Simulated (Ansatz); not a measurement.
## Competing steps

Reactants: Si₂H₅Cl ([SiH3][SiH2][Cl]) + HF (brackets give SMILES or just the links). Saddle points were found for several chosen steps; others may exist. Gas-phase electronic energies, without zero-point energy, by CCSD(T) at an estimated basis limit (MP2 extrapolated from triple and quadruple zeta, plus CCSD(T) − MP2 in triple zeta); Ansatz 0.2.0, def2-TZVPP and QZVPP, frozen cores, on PBE0-D4/def2-TZVP structures. Extrapolation: Hartree–Fock as exp(−7.88 √X), correlation as X^−2.97. No counterpoise correction.

Question: Rank the steps by the energy of their saddle points, lowest first, and give each saddle's height above the lowest. (An estimate is asked for; the value comes from the calculation.)
A. four-centre ligand exchange, to SiH₂ClF ([F][SiH2][Cl]) + SiH₄ (breaks or loosens F–H, Si–Si; forms F–Si, H–Si)
B. four-centre ligand exchange, to Si₂H₅F ([F][SiH2][SiH3]) + HCl (breaks or loosens Cl–Si, F–H; forms Cl–H, F–Si)

Answer: By the calculation: B (0.00 kcal/mol), A (8.66 kcal/mol). Heights count from the lowest.

The lowest of these saddles lies at 26.76 kcal/mol relative to the separated reactants.

Question: Does the lowest of these saddles lead to the lowest end structure (the products still in contact)? (Judge from chemistry; the calculation decides.)

Answer: Computed: No: the step over a higher saddle ends lower. Relative to the separated reactants, the ends lie at -9.75 (Si₂H₅F ([F][SiH2][SiH3]) + HCl); -34.29 (SiH₂ClF ([F][SiH2][Cl]) + SiH₄) kcal/mol.

T1 diagnostic: at most 0.013.

For scale, one of the runs: CCSD(T)/def2-TZVPP, 241 basis functions (an equivalent command: `ansatz run in.yaml --threads 4`). The run took 110 s on 4 CPU threads (shared host), with 4.3 GiB of host memory at its peak.
